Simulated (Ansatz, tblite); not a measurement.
Forces on Si3Ge3 at its PBE0-D4/def2-SVP geometry. The state is a singlet with charge 0.

The xTB rows come from tblite. The restricted singlet is unstable towards broken spin symmetry in Hartree–Fock (as tested in another run); at PBE-D4/def2-TZVP this wasn't settled. Another isomer (singlet) lies 1.85 eV lower at PBE0-D4/def2-TZVP; other spin states weren't run for this one.

GFN1-xTB (tblite), largest force 1.03 eV/Å:

```xyz
6
positions Å, forces eV/Å
Si   -0.611    0.331    0.378    0.044   -0.580    0.375
Si   -0.132    2.552    0.067    0.022    0.259   -0.389
Si    1.466   -0.692   -0.776   -0.753    0.104   -0.367
Ge   -0.256   -2.171   -0.014    0.253    0.585    0.682
Ge    0.375    1.190   -1.808    0.328   -0.271    0.715
Ge   -0.842   -1.211    2.154    0.105   -0.098   -1.016
```

GFN2-xTB (tblite), largest force 1.11 eV/Å:

```
Si -0.827 -0.028 0.734
Si 0.102 0.169 -0.031
Si 0.262 -0.176 -0.273
Ge 0.146 0.108 0.006
Ge 0.164 -0.225 0.000
Ge 0.153 0.151 -0.436
```

PBE-D4/def2-TZVP (Ansatz), largest force 0.21 eV/Å:

```
Si 0.051 0.028 0.005
Si -0.035 0.113 0.052
Si -0.057 0.015 -0.025
Ge 0.048 -0.147 -0.098
Ge 0.070 0.004 -0.127
Ge -0.077 -0.011 0.193
```
